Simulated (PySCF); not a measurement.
Computed shifts of a molecule FH7OSi3, KT2/pcSseg-1 (PySCF), GIAO, gas phase, atoms alike by connectivity averaged where their shifts nearly agree, in ppm (number of nuclei): ²⁹Si: 32.1 (1), -18.2 (1), -108.0 (1). ¹⁹F: -302.8 (1). ¹H: 6.62 (1), 5.92 (2), 3.97 (3), 0.19 (1). References: ¹⁷O against H2O (σ = 330.4 ppm); ²⁹Si against TMS (σ = 361.9 ppm); ¹⁹F against CFCl3 (σ = 127.1 ppm); ¹H against TMS (σ = 31.47 ppm), references at their B3LYP-D3(BJ)/def2-TZVP geometries, non-relativistic. Geometry optimised at PBE0-D3(BJ)/def2-SVP. Other conformers were not sampled.

### Question
Identify the compound among the candidates.
(A) O[SiH2][Si@H](F)[SiH3]
(B) O[Si@@H](F)[SiH2][SiH3]
(C) F[SiH2][SiH2]O[SiH3]
(D) O[Si@H]([SiH3])[SiH2]F

### Answer
A, O[SiH2][Si@H](F)[SiH3]
